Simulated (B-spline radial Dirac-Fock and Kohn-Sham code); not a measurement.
Photoionisation of sulfur ions at Cr Kα (5414.7 eV)

Model: independent-particle photoionisation in a Dirac-Hartree-Slater potential with a Latter tail, all multipoles, thresholds from Dirac-Fock ΔSCF. Program: a radial atomic solver. Cross sections in kb; a dash marks an empty subshell or a threshold above the photon energy.

| ion | configuration | total | 1s | 2s | 2p1/2 | 2p3/2 | 3s |
| --- | --- | --- | --- | --- | --- | --- | --- |
| S⁴⁺ | [Ne] 3s2 | 15.18 | 13.9 | 0.887 | 0.102 | 0.196 | 0.122 |
| S¹⁰⁺ | [He] 2s2 2p2 | 15.29 | 14.1 | 1.10 | 0.0472 | 0.0911 | – |
| S¹⁵⁺ | 1s1 | 7.406 | 7.41 | – | – | – | – |

Values without a named source are computed, but for edge energies of neutral atoms, which are taken from tables.
